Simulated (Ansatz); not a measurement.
[GaBrH3]- (GaH₃Br⁻), 5 atoms. Hardware: 4 threads of Arm Neoverse V1 on a shared host.

The 6-31G sets use Cartesian d functions. Correlated methods freeze 18 core orbitals; core or outer-core shells of Ga, Br are correlated, in sets that lack core-valence functions.

(1) How many basis functions does each of these Ansatz runs have, and roughly what does it cost? r2SCAN-D4/def2-TZVPD, charge -1 singlet, energy, from earlier orbitals; ωB97M-V/def2-TZVPD, charge -1 singlet, energy, from earlier orbitals; PBE0-D4/def2-TZVPD, charge -1 triplet at the geometry of the charge -1 singlet, energy; r2SCAN-D4/def2-TZVPD, charge 0 doublet at the geometry of the charge -1 singlet, energy, from earlier orbitals; B3LYP-D4/6-31G, charge -1 singlet, energy; PBE-D4/def2-TZVPD, charge -1 singlet, energy and forces, from earlier orbitals; PBE-D4/def2-TZVPD, charge -1 triplet at the geometry of the charge -1 singlet, energy, from earlier orbitals; RPA@PBE/def2-TZVPD, charge -1 singlet, energy, from earlier orbitals; CAM-B3LYP-D4/def2-TZVPD, charge -1 singlet, energy, from earlier orbitals; r2SCANh-D4/def2-TZVPD, charge -1 singlet, energy, from earlier orbitals; PBE0-D4/def2-SVP, charge -1 singlet, energy with a search over starts; revPBE-D4/def2-TZVPD, charge -1 singlet, energy, from earlier orbitals.

Answers

(1) Other jobs shared the machine, so times can vary by a factor of up to 3. A dash marks memory too small to be measured apart from the calling script's.

| run | functions | fitting or Cholesky vectors | wall time | peak host memory (GiB) |
| --- | --- | --- | --- | --- |
| B3LYP-D4/6-31G, charge -1 singlet, energy | 64 | 612 | 0.65 s | – |
| PBE0-D4/def2-SVP, charge -1 singlet, energy with a search over starts | 79 | 787 | 0.95 s | – |
| revPBE-D4/def2-TZVPD, charge -1 singlet, energy, from earlier orbitals | 138 | 949 | 1.1 s | – |
| PBE-D4/def2-TZVPD, charge -1 singlet, energy and forces, from earlier orbitals | 138 | 949 | 1.2 s | – |
| CAM-B3LYP-D4/def2-TZVPD, charge -1 singlet, energy, from earlier orbitals | 138 | 1019 | 1.7 s | – |
| RPA@PBE/def2-TZVPD, charge -1 singlet, energy, from earlier orbitals | 138 | 938 | 1.9 s | – |
| r2SCAN-D4/def2-TZVPD, charge -1 singlet, energy, from earlier orbitals | 138 | 949 | 2 s | – |
| r2SCANh-D4/def2-TZVPD, charge -1 singlet, energy, from earlier orbitals | 138 | 997 | 2.5 s | – |
| PBE-D4/def2-TZVPD, charge -1 triplet at the geometry of the charge -1 singlet, energy, from earlier orbitals | 138 | 949 | 4.6 s | – |
| ωB97M-V/def2-TZVPD, charge -1 singlet, energy, from earlier orbitals | 138 | 1009 | 4.6 s | – |
| PBE0-D4/def2-TZVPD, charge -1 triplet at the geometry of the charge -1 singlet, energy | 138 | 1049 | 8.5 s | 0.74 |
| r2SCAN-D4/def2-TZVPD, charge 0 doublet at the geometry of the charge -1 singlet, energy, from earlier orbitals | 138 | 949 | 10 s | – |
